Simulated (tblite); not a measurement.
Species: C₆H₇NSe.
Bonds: C1–C2 (double), C2–C3, C3–C4, C4–C5 (aromatic), C5–C6 (aromatic), C6–N7 (aromatic), N7–Se8 (aromatic), C4–Se8 (aromatic). Hydrogens: H9, H10 on C1; H11 on C2; H12, H13 on C3; H14 on C5; H15 on C6.

Computed with GFN2-xTB (tblite), gas phase: nudged elastic band of 9 images (0 to 8), spring 0.2 eV/Å², climbing image at the end, force threshold 0.05 eV/Å. No saddle search or frequency run followed, so the top image need not be a first-order saddle, and its height can exceed the method's true barrier by a kcal/mol or more.

The band describes a rotation about C4–C3 (substituted aromatic carbon, benzylic-type carbon), followed by the dihedral C5–C4–C3–C2, from the optimised start (-97°) to a second optimised geometry at 28°.

Task: How does the energy change from image to image?

Result: 
| image | dihedral (°) | E (eV) | C4–C3 (Å) | C5···C2 (Å) | largest true force (eV/Å) |
| --- | --- | --- | --- | --- | --- |
| 0 | -97 | 0.000 | 1.495 | 3.40 | 0.01 |
| 1 | -82 | 0.004 | 1.496 | 3.27 | 0.02 |
| 2 | -67 | 0.015 | 1.496 | 3.15 | 0.02 |
| 3 | -53 | 0.030 | 1.498 | 3.04 | 0.03 |
| 4 | -38 | 0.045 | 1.498 | 2.97 | 0.04 |
| 5 | -23 | 0.048 | 1.498 | 2.91 | 0.04 |
| 6 | -7 | 0.040 | 1.498 | 2.87 | 0.05 |
| 7 | 10 | 0.029 | 1.497 | 2.87 | 0.04 |
| 8 | 28 | 0.017 | 1.497 | 2.95 | 0.01 |

Barriers of this band. The top is image 5 at -23°: 0.048 eV forward and 0.031 eV back; the end lies 0.017 eV above the start. The central bond is 0.003 Å longer at the top than at the start.

Task: What rate follows at 298 K for crossing this barrier forward?

Result: Taking the electronic barrier for the free energy of activation (no zero-point or entropy terms, transmission 1), rate = (kT/h)·exp(−ΔE/kT) ≈ 9 × 10^11 s⁻¹, whose inverse is 1 × 10^-12 s. An error of 1 kcal/mol in the barrier changes this by a factor of 5, and the method and the loose band can each miss by that much or more. The barrier is only 1.9 kT, where transition-state theory is rough.

Task: How would the two end points share their population at 298 K, from these energies alone?

Result: exp(−ΔE/kT) with ΔE = 0.017 eV gives 0.52 for the higher one (end) against 1 for the lower, without vibrational, rotational or degeneracy terms. GFN2-xTB can put conformers this close in the wrong order.

Task: How long is the path, and how are the images spaced?

Result: Cartesian distances between aligned neighbours (all atoms, Å): 0.66, 0.68, 0.68, 0.68, 0.68, 0.68, 0.71, 0.87; the sum is 5.66 Å, and the top lies 60 % of the way along.

The cost below is that of the whole band run. The run took 9.8 s wall on one thread, Intel Xeon Platinum 8259CL at 2.50 GHz (x86_64) (shared host), and the process peaked at 0.19 GiB of memory.
